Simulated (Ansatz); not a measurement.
# GeSiH4F2 (SMILES F[SiH](F)[GeH3]): methods side by side

GeSiH4F2 has 8 atoms, charge 0, and is taken as a singlet. As SMILES, `F[SiH](F)[GeH3]`. The shape was relaxed beforehand at r2SCAN/def2-SVP.

| atom | x (Å) | y (Å) | z (Å) |
| --- | --- | --- | --- |
| F | 1.2849 | -1.4385 | 1.2088 |
| Si | 1.1363 | -0.1149 | 0.2852 |
| F | 1.9779 | -0.3895 | -1.0726 |
| Ge | -1.1441 | 0.1716 | -0.2758 |
| H | 1.7871 | 1.0123 | 1.0011 |
| H | -1.9786 | 0.3878 | 0.9941 |
| H | -1.6568 | -1.0769 | -1.0043 |
| H | -1.3148 | 1.3910 | -1.1921 |

Quantity: the dissociation energy of the Ge4–Si2 bond into doublet GeH3 and doublet SiHF2 (shapes relaxed at r2SCAN/def2-SVP, no zero-point term), in eV. The values are calculated.

```json
{"level": "HF/def2-SVP", "kind": "Hartree–Fock", "program": "Ansatz", "value (eV)": "2.51", "CPU time (all runs)": "2 s"}
{"level": "PBE/def2-SVP", "kind": "GGA", "program": "Ansatz", "value (eV)": "3.26", "CPU time (all runs)": "4.4 s"}
{"level": "r2SCAN/def2-SVP", "kind": "meta-GGA", "program": "Ansatz", "value (eV)": "3.22", "CPU time (all runs)": "11 s"}
{"level": "B3LYP/def2-SVP", "kind": "global hybrid", "program": "Ansatz", "value (eV)": "3.19", "CPU time (all runs)": "6 s"}
{"level": "MP2/def2-SVP", "kind": "perturbation theory", "program": "Ansatz", "value (eV)": "3.20", "CPU time (all runs)": "2.5 s"}
```

All-electron rows without a relativistic Hamiltonian named are non-relativistic. The values span 2.51 to 3.26 eV. Hartree–Fock misses the correlation of the electron pair that is broken and comes out low. Measured bond enthalpies also hold zero-point and thermal terms, a few tenths of an eV less. In the correlated wave-function rows the outer d shell of Ge is correlated, in sets not made for it. Times are those of the runs behind each value, whatever else they computed, on shared processors of several kinds: orders of magnitude only.
